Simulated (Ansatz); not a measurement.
```yaml
crystal:
  periodic: [false, false, false]
  atoms:
    - {symbol: C, position_ang: [-0.476508, 0.877842, -0.023822]}
    - {symbol: O, position_ang: [0.363315, 0.315344, 0.945003]}
    - {symbol: Ga, position_ang: [0.703112, -1.247473, 0.080156]}
    - {symbol: S, position_ang: [-0.610296, -0.350094, -1.418318]}
    - {symbol: H, position_ang: [-0.062750, 1.807714, -0.424288]}
    - {symbol: H, position_ang: [-1.480390, 1.059752, 0.370332]}
    - {symbol: H, position_ang: [1.563517, -2.463076, 0.470936]}
basis:
  gaussian: {orbitals: def2-mTZVP, fitting: {mean_field: cc-pVTZ-jkfit}}
hamiltonian: {xc: {name: B2PLYP}, dispersion: d4}
```

```sh
$ ansatz run in.yaml --threads 2 --pin off --events-out ev --progress --plain --max-ram 4352MiB
```

Question: How does Ansatz answer? (Estimate.)

Answer: Ansatz gave: The program refused the input.
```
Error: invalid value for `hamiltonian.dispersion`: no damping is tabulated for this functional; type it, or the functional that lends it
```
